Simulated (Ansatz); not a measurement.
`FB[AsH2]` + NH₃ → `N[AsH2]` + `BF` at 700 K and 1 bar (cleavage of the As–B bond).

Computed with Ansatz on PBE0-D4/def2-TZVP structures; ΔE is electronic, products minus reactants. CBS: MP2 limit from def2 TZ/QZ plus the TZ coupled-cluster correction, frozen cores. This one scheme is used for every species. For As outer-core shells are correlated without core-valence functions, which leaves a few kJ/mol of doubt a bond. Scalar relativity is left out up to krypton.

```tsv
species	CCSD(T)/CBS energy (Eh)	H − E (kJ/mol)	S (J/(mol·K))
`FB[AsH2]`	-2361.43380	129.7	364.6
NH₃	-56.50880	116.9	226.5
`N[AsH2]`	-2292.09958	152.3	328.9
`BF`	-125.82039	88.4	262.0
```

H − E and S are ideal-gas, rigid-rotor, harmonic terms from PBE0-D4/def2-TZVP, for one conformer and one mirror image of each species. 1 Eh = 2625.50 kJ/mol, R = 8.31446 J/(mol·K).

Problem. By hand: ΔE, ΔH, ΔS and ΔG.

Solution. ΔE = (-2292.09958) + (-125.82039) − (-2361.43380) − (-56.50880) = 0.02263 Eh = 59.4 kJ/mol. Δ(H − E) = 152.3 + 88.4 − 129.7 − 116.9 = -5.9, so ΔH = 53.5 kJ/mol. ΔS = 328.9 + 262.0 − 364.6 − 226.5 = -0.2 J/(mol·K). ΔG = 53.5 − 700 × (-0.2)/1000 = 53.6 kJ/mol.

Problem. By hand: the equilibrium constant, and the temperature at which ΔG would vanish if ΔH and ΔS stayed fixed.

Solution. log₁₀ K = −ΔG/(RT ln 10) = -4.0. ΔH and −TΔS have one sign here, so there is no such temperature. One of them is within its doubt of zero, so this could turn.

The number of gas molecules stays the same, so ΔS is small and ΔH decides. A doubt of 5 kJ/mol in ΔE shifts log₁₀ K by 0.4 here. Other conformers and mirror images would add mixing entropy, several J/(mol·K) or more a flexible species. These are equilibria of isolated gas molecules and say nothing of rates. Largest T1 diagnostic: 0.013 (customary marks: 0.02 for closed shells, 0.045 for open ones).
